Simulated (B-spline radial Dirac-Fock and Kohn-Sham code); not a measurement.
# Tb⁴¹⁺: eigenvalues, ΔSCF and the reference

System: Tb⁴¹⁺, 1s2 2s2 2p6 3s2 3p6 3d6.

The density-functional columns are spherical, spin-unpolarised Dirac-Kohn-Sham results without Breit or QED terms: −ε is minus the orbital energy of the initial state and ΔSCF the difference of two total energies. The reference in the last column comes from relaxed Dirac-Fock hole states (ΔSCF) with Breit and QED corrections and a finite nucleus. All numbers are from a B-spline atomic structure program, in eV; a selection of levels is shown. For the 1s level of heavy atoms much of the gap between ΔSCF and the reference is the Breit and QED part, -227.7 eV here; for other levels the error of the functional can be larger.

```csv
level,LDA −ε,LDA ΔSCF,Dirac-Fock
1s,53897.9,54400.7,54184.6
2s,10672.7,10789.8,10839.3
2p1/2,10265.9,10407.2,10393.5
2p3/2,9513.4,9642.9,9647.9
3s,3783.9,3833.8,3864.5
3p1/2,3616.7,3669.1,3676.9
3p3/2,3443.8,3493.7,3504.4
3d,3149.8,3206.3,3204.1
```

Values without a named source are computed, but for edge energies of neutral atoms, which are taken from tables.
